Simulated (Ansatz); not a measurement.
Two isomers of C2H5ClSi: A = `[SiH3]/C=C/Cl`, B = `CC[Si]Cl`.

Program: Ansatz. Geometries: PBE0-D4/def2-TZVP. ΔE: electronic, gas phase. CCSD(T)/CBS adds triple-zeta CCSD(T) − MP2 to the extrapolated MP2 energy (def2 sets, frozen cores). Functionals use def2-TZVPP. Each species was taken in one conformer, which may not be the lowest.

A:

```xyz
9

Si    0.8449   -0.0271   -1.0550
C    -0.5859    0.3545    0.0668
C    -0.6779   -0.1925    1.2706
Cl   -1.9702    0.1084    2.3705
H     1.7524   -0.9777   -0.3609
H     0.3652   -0.6344   -2.3246
H     1.5893    1.2150   -1.3921
H    -1.3700    1.0360   -0.2537
H     0.0521   -0.8823    1.6784
```

B:

```xyz
9

C     0.172   -0.331    0.874
C    -0.592    0.444   -0.185
Si   -0.053    0.526   -1.998
Cl    1.678   -0.647   -1.972
H    -0.304   -0.249    1.854
H     1.197    0.033    0.968
H     0.235   -1.391    0.620
H    -1.640    0.106   -0.252
H    -0.694    1.507    0.092
```

Task: Which is lower in electronic energy at CCSD(T)/CBS, and by how much? (Best estimate.)

Result: Ansatz gave: B, by 23.3 kcal/mol.

Task: Give E(B) − E(A) in kcal/mol with PBE0-D4, BLYP-D4, PBE-D4, r2SCAN-D4, HF/def2-TZVPP, CCSD(T)/def2-SVP, LDA (SPW92). (Estimate.)

Result: The calculation gave: PBE0-D4 -24.5, BLYP-D4 -22.2, PBE-D4 -23.9, r2SCAN-D4 -21.4, HF/def2-TZVPP -20.1, CCSD(T)/def2-SVP -23.5, LDA (SPW92) -25.2. None reverses the order clearly.

Task: Does the order hold for the free energy at 298.15 K (harmonic terms from PBE0-D4)? (An estimate is asked.)

Result: The calculation gave: Yes: G(B) − G(A) = -19.6 kcal/mol, for one conformer each. Modes under 60 cm⁻¹, often nearly free rotors, make the harmonic entropy too high.

Largest T1 diagnostic: 0.012.

In def2-TZVPP, CCSD(T) changes the Hartree–Fock value by −2.6 kcal/mol (the triples alone add +0.7 kcal/mol) and MP2 by −2.3 kcal/mol. Leaving LDA and LC-ωPBE aside and taking each functional with its dispersion term where it has one, the values, not all of them listed here, spread over 4.7 kcal/mol, from ωB97M-V to r2SCAN-D4. LDA lies −1.8 kcal/mol from PBE without D4.
